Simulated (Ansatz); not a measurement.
Reaction (cleavage of the Sb–Ge bond): `C#[C][GeH2][SbH2]` + `N[SiH](O)F` → `N[SiH](F)[O][SbH2]` + `C#[C][GeH3]`

Program: Ansatz. Geometries: PBE0-D4/def2-TZVP. ΔE: electronic, gas phase. CBS: MP2 limit from def2 TZ/QZ plus the TZ coupled-cluster correction, frozen cores. This one scheme is used for every species. DFT in def2-TZVPP. B3LYP here is the variant with VWN-RPA as its local correlation; programs differ in this. HSE06 is defined as in plane-wave codes. def2 core potentials past Kr. For Ge, Sb outer-core shells are correlated without core-valence functions, which leaves a few kJ/mol of doubt a bond. Scalar relativity is left out up to krypton. One conformer a species, not always the lowest.

`C#[C][GeH2][SbH2]`:

Cartesian coordinates in Å:
```
C -2.035 -0.302 1.685
C -1.249 -0.448 0.782
Ge 0.044 -0.617 -0.601
Sb 2.100 0.849 0.097
H -2.737 -0.179 2.478
H 0.450 -2.097 -0.694
H -0.604 -0.173 -1.920
H 1.261 2.266 -0.356
H 2.769 0.702 -1.470
```

`N[SiH](O)F`:

```xyz
8

N    -0.143   -0.103    1.173
Si    0.113   -0.306   -0.494
O    -0.356    1.021   -1.314
F     1.680   -0.583   -0.623
H     0.423   -0.599    1.842
H    -1.052    0.119    1.543
H    -0.575   -1.420   -1.171
H    -0.091    1.870   -0.955
```

`N[SiH](F)[O][SbH2]`:

Z-matrix (Å, degrees):
```
Si
F 1 1.597
O 1 1.615 2 112.4
N 1 1.707 2 104.0 3 118.4
Sb 1 3.205 2 102.8 3 30.1
H 1 1.476 2 106.5 3 -117.0
H 4 1.007 1 120.1 2 31.4
H 4 1.007 1 120.8 2 178.1
H 5 1.714 1 115.9 2 -115.2
H 5 1.718 1 93.5 2 152.7
```

`C#[C][GeH3]`:

Cartesian coordinates in Å:
```
C -0.863 -1.690 -0.644
C -0.344 -0.674 -0.257
Ge 0.474 0.928 0.353
H -1.323 -2.589 -0.986
H 1.995 0.738 0.338
H 0.072 2.072 -0.584
H -0.011 1.214 1.779
```

CCSD(T)/CBS gives +10.0 kcal/mol.

**Question.** Another level gave +9.2 kcal/mol. Which?
A. HSE06-D4/def2-TZVPP
B. B3LYP-D4/def2-TZVPP
C. HF/def2-TZVPP
D. B97M-V/def2-TZVPP

**Answer.** B. B3LYP-D4 9.2, HF/def2-TZVPP 8.1, HSE06-D4 12.6, B97M-V 4.8 kcal/mol.

**Question.** What do rigid-rotor, harmonic-oscillator terms from PBE0-D4/def2-TZVP frequencies (298.15 K, 1 bar) make of the CCSD(T)/CBS value? (An estimate is asked.)

**Answer.** Computed: ΔZPE = -1.4 kcal/mol, ΔH = +8.4 kcal/mol, ΔS = -13 J/(mol·K), ΔG = +9.4 kcal/mol.

Largest T1 diagnostic among the species: 0.013.

From PBE to PBE0 (25 % exact exchange), in def2-TZVPP and without D4, ΔE moves by +0.9 kcal/mol. In def2-TZVPP, CCSD(T) changes the Hartree–Fock value by +1.8 kcal/mol (the triples alone add +0.0 kcal/mol) and MP2 by +3.3 kcal/mol.
